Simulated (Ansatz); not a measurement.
Ansatz (a program for electronic structure) input (B3LYP-D3(BJ)/def2-TZVP):

Ansatz 0.2 input:
```yaml
crystal:
  periodic: [false, false, false]
  atoms:
    - {symbol: C, position_ang: [1.89980800, -0.78182180, 0.09042237]}
    - {symbol: C, position_ang: [0.45978318, -0.41065618, 0.41087074]}
    - {symbol: C, position_ang: [-0.56380514, -1.00632359, -0.56932676]}
    - {symbol: C, position_ang: [-1.69498992, -0.05428471, -0.52916406]}
    - {symbol: C, position_ang: [-1.33451760, 1.19657727, 0.17620589]}
    - {symbol: C, position_ang: [0.18630436, 1.09646260, 0.33398206]}
    - {symbol: H, position_ang: [2.16778724, -0.44332837, -0.90884700]}
    - {symbol: H, position_ang: [2.58029050, -0.31965784, 0.80265110]}
    - {symbol: H, position_ang: [2.03557708, -1.86037877, 0.13647602]}
    - {symbol: H, position_ang: [0.21757342, -0.75935123, 1.42045867]}
    - {symbol: H, position_ang: [-0.12531629, -1.06126960, -1.57757540]}
    - {symbol: H, position_ang: [-0.85692243, -2.02743813, -0.30507973]}
    - {symbol: H, position_ang: [-2.66574867, -0.25339466, -0.94041726]}
    - {symbol: H, position_ang: [-1.64609102, 2.09524157, -0.36638666]}
    - {symbol: H, position_ang: [-1.81921252, 1.24777077, 1.16315621]}
    - {symbol: H, position_ang: [0.67561843, 1.50778280, -0.55112779]}
    - {symbol: H, position_ang: [0.55610190, 1.62960020, 1.20893477]}
basis:
  gaussian:
    orbitals: def2-TZVP
hamiltonian:
  xc: b3lyp
  dispersion: d3bj
magnetization: {spin_polarized: true, initial_magnetization: 1}
relax: {f_tol: 0.002, max_steps: 150}
```

Output:

```
Functional definition: B3LYP
integrals: 0.20 GiB planned
1564 factors; their error is unknown
0.37 GiB of the device are held for the grids
1.54 GiB of device memory are held for the factors and their scratch space
mean field: 1.86 GiB planned
mean field evaluation 1: about -6386.8803 eV, gradient 5.7e1 eV
mean field evaluation 2: about -6369.5087 eV, gradient 8.2e1 eV
mean field evaluation 4: about -6402.7381 eV, gradient 4.3e0 eV
mean field evaluation 8: about -6402.8209 eV, gradient 5.3e-2 eV
mean field evaluation 16: about -6402.7724 eV, gradient 6.0e-4 eV
mean field -6402.77235831 eV, -235.2975442129 hartree, gradient 3.1e-5 eV, S^2 0.754278; 0 other end points of the search recorded, 0 dependent functions left out
the calculation of the forces begins
reference -6402.77267540 eV, -235.2975558656 hartree; 24, 23 occupied and 228, 229 virtual orbitals, 1564 factors
relax step   1: F+E_penalty+E_count = -6403.42725502 eV  Δ(F+E_penalty+E_count) = +0.000e0 eV  max|allowed force component| = 3.048e-1 eV/Å  Δτ_max = 0.0000 Å  (31 SCF iters, accepted)
these checks for a lower state are left out or cut short: starts, cluster_reference, orbital_swaps, neighbouring_geometries, increment
integrals: 0.20 GiB planned
1564 factors; their error is unknown
0.37 GiB of the device are held for the grids
1.54 GiB of device memory are held for the factors and their scratch space
mean field: 1.86 GiB planned
mean field -6402.79103604 eV, -235.2982306069 hartree, gradient 1.5e-5 eV, S^2 0.754337; 0 other end points of the search recorded, 0 dependent functions left out
the calculation of the forces begins
reference -6402.79135423 eV, -235.2982423002 hartree; 24, 23 occupied and 228, 229 virtual orbitals, 1564 factors
relax step   2: F+E_penalty+E_count = -6403.44233168 eV  Δ(F+E_penalty+E_count) = -1.508e-2 eV  max|allowed force component| = 1.331e-1 eV/Å  Δτ_max = 0.0287 Å  (32 SCF iters, accepted)
these checks for a lower state are left out or cut short: starts, cluster_reference, orbital_swaps, neighbouring_geometries, increment
integrals: 0.20 GiB planned
1564 factors; their error is unknown
0.37 GiB of the device are held for the grids
1.54 GiB of device memory are held for the factors and their scratch space
mean field: 1.86 GiB planned
mean field evaluation 32: about -6402.7934 eV, gradient 1.6e-5 eV
mean field -6402.79339113 eV, -235.2983171547 hartree, gradient 1.6e-5 eV, S^2 0.754359; 0 other end points of the search recorded, 0 dependent functions left out
the calculation of the forces begins
reference -6402.79370947 eV, -235.2983288536 hartree; 24, 23 occupied and 228, 229 virtual orbitals, 1564 factors
relax step   3: F+E_penalty+E_count = -6403.44417670 eV  Δ(F+E_penalty+E_count) = -1.845e-3 eV  max|allowed force component| = 4.338e-2 eV/Å  Δτ_max = 0.0127 Å  (33 SCF iters, accepted)
these checks for a lower state are left out or cut short: starts, cluster_reference, orbital_swaps, neighbouring_geometries, increment
integrals: 0.20 GiB planned
1564 factors; their error is unknown
0.37 GiB of the device are held for the grids
1.54 GiB of device memory are held for the factors and their scratch space
mean field: 1.86 GiB planned
mean field -6402.79345190 eV, -235.2983193881 hartree, gradient 1.6e-5 eV, S^2 0.754356; 0 other end points of the search recorded, 0 dependent functions left out
the calculation of the forces begins
reference -6402.79377012 eV, -235.2983310823 hartree; 24, 23 occupied and 228, 229 virtual orbitals, 1564 factors
relax step   4: F+E_penalty+E_count = -6403.44444645 eV  Δ(F+E_penalty+E_count) = -2.698e-4 eV  max|allowed force component| = 1.117e-2 eV/Å  Δτ_max = 0.0139 Å  (33 SCF iters, accepted)
these checks for a lower state are left out or cut short: starts, cluster_reference, orbital_swaps, neighbouring_geometries, increment
integrals: 0.20 GiB planned
1564 factors; their error is unknown
0.37 GiB of the device are held for the grids
1.54 GiB of device memory are held for the factors and their scratch space
mean field: 1.85 GiB planned
mean field -6402.79345789 eV, -235.2983196082 hartree, gradient 1.7e-5 eV, S^2 0.754355; 0 other end points of the search recorded, 0 dependent functions left out
the calculation of the forces begins
reference -6402.79377609 eV, -235.2983313018 hartree; 24, 23 occupied and 228, 229 virtual orbitals, 1564 factors
relax step   5: F+E_penalty+E_count = -6403.44448374 eV  Δ(F+E_penalty+E_count) = -3.729e-5 eV  max|allowed force component| = 5.837e-3 eV/Å  Δτ_max = 0.0046 Å  (33 SCF iters, accepted)
these checks for a lower state are left out or cut short: starts, cluster_reference, orbital_swaps, neighbouring_geometries, increment
integrals: 0.20 GiB planned
1564 factors; their error is unknown
0.37 GiB of the device are held for the grids
1.54 GiB of device memory are held for the factors and their scratch space
mean field: 1.85 GiB planned
mean field -6402.79343871 eV, -235.2983189032 hartree, gradient 1.7e-5 eV, S^2 0.754356; 0 other end points of the search recorded, 0 dependent functions left out
the calculation of the forces begins
reference -6402.79375690 eV, -235.2983305965 hartree; 24, 23 occupied and 228, 229 virtual orbitals, 1564 factors
relax step   6: F+E_penalty+E_count = -6403.44449244 eV  Δ(F+E_penalty+E_count) = -8.703e-6 eV  max|allowed force component| = 3.078e-3 eV/Å  Δτ_max = 0.0037 Å  (34 SCF iters, accepted)
these checks for a lower state are left out or cut short: starts, cluster_reference, orbital_swaps, neighbouring_geometries, increment
integrals: 0.20 GiB planned
1564 factors; their error is unknown
0.37 GiB of the device are held for the grids
1.54 GiB of device memory are held for the factors and their scratch space
mean field: 1.86 GiB planned
mean field -6402.79341920 eV, -235.2983181862 hartree, gradient 1.7e-5 eV, S^2 0.754355; 0 other end points of the search recorded, 0 dependent functions left out
the calculation of the forces begins
reference -6402.79373739 eV, -235.2983298795 hartree; 24, 23 occupied and 228, 229 virtual orbitals, 1564 factors
relax step   7: F+E_penalty+E_count = -6403.44449427 eV  Δ(F+E_penalty+E_count) = -1.829e-6 eV  max|allowed force component| = 4.097e-4 eV/Å  Δτ_max = 0.0010 Å  (34 SCF iters, accepted)
integrals: 0.20 GiB planned
1564 factors; their error is unknown
0.37 GiB of the device are held for the grids
1.54 GiB of device memory are held for the factors and their scratch space
mean field: 1.86 GiB planned
mean field evaluation 64: about -6402.7925 eV, gradient 5.4e-1 eV
mean field -6402.79341920 eV, -235.2983181862 hartree, gradient 1.7e-5 eV, S^2 0.754355; 1 other end points of the search recorded, 0 dependent functions left out
the calculation of the forces begins
reference -6402.79373739 eV, -235.2983298795 hartree; 24, 23 occupied and 228, 229 virtual orbitals, 1564 factors
Total energy: -6403.44481246 eV, -235.3222564472 hartree
Atom 0 at     1.909450    -0.792513     0.108070 Å, force    -0.000304    -0.000252     0.000156 eV/Å
Atom 1 at     0.466782    -0.406570     0.396280 Å, force    -0.000047     0.000410     0.000167 eV/Å
Atom 2 at    -0.566261    -1.006700    -0.581676 Å, force     0.000053     0.000151     0.000113 eV/Å
Atom 3 at    -1.716433    -0.059194    -0.521624 Å, force    -0.000184     0.000016    -0.000188 eV/Å
Atom 4 at    -1.346547     1.203112     0.186903 Å, force     0.000060     0.000027    -0.000011 eV/Å
Atom 5 at     0.183784     1.102914     0.323334 Å, force    -0.000003     0.000237     0.000056 eV/Å
Atom 6 at     2.204536    -0.461974    -0.891506 Å, force     0.000119     0.000005     0.000157 eV/Å
Atom 7 at     2.594464    -0.336420     0.826258 Å, force     0.000023     0.000064    -0.000082 eV/Å
Atom 8 at     2.049513    -1.874744     0.156258 Å, force     0.000124     0.000085    -0.000071 eV/Å
Atom 9 at     0.204831    -0.747845     1.404388 Å, force     0.000138    -0.000132     0.000060 eV/Å
Atom 10 at    -0.134079    -1.049727    -1.595152 Å, force    -0.000237     0.000009    -0.000218 eV/Å
Atom 11 at    -0.835085    -2.038065    -0.330219 Å, force     0.000051    -0.000069     0.000031 eV/Å
Atom 12 at    -2.694011    -0.258810    -0.937196 Å, force    -0.000074    -0.000170    -0.000127 eV/Å
Atom 13 at    -1.669350     2.106307    -0.340898 Å, force     0.000040    -0.000092    -0.000088 eV/Å
Atom 14 at    -1.817609     1.254887     1.180674 Å, force     0.000129    -0.000024     0.000103 eV/Å
Atom 15 at     0.661122     1.513907    -0.571969 Å, force    -0.000041     0.000003    -0.000064 eV/Å
Atom 16 at     0.577134     1.646966     1.183308 Å, force     0.000152    -0.000269     0.000005 eV/Å
Dipole moment:     0.027224     0.001822     0.032648 e Å
```

It need not be the lowest isomer of its formula.
